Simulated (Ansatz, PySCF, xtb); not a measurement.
Reaction (SMILES): Clc1ccoc1 + 8 [H][H] (H2) -> 4 C (CH4) + Cl (HCl) + O (H2O)
Structures are relaxed separately at B3LYP-D3(BJ)/def2-TZVP in Ansatz (an electronic-structure program). Unstable Hartree-Fock reference: Clc1ccoc1.

Wanted: energy of full hydrogenation (0 K, with B3LYP-D3(BJ) harmonic zero-point energies from PySCF), in eV. Valence correlation only, unless marked. No spin-orbit coupling. Non-relativistic. CBS(X,Y): correlation extrapolated as X^-3; Hartree-Fock from the larger set.

```json
[
 {"level": "GFN1-xTB", "program": "xtb", "energy of full hydrogenation (eV)": "-8.05"},
 {"level": "GFN2-xTB", "program": "xtb", "energy of full hydrogenation (eV)": "-5.69"}
]
```

Q: What does CCSD(T)/CBS(cc-pV(T+d)Z,cc-pV(Q+d)Z) (Ansatz) give?

A: -5.82 eV
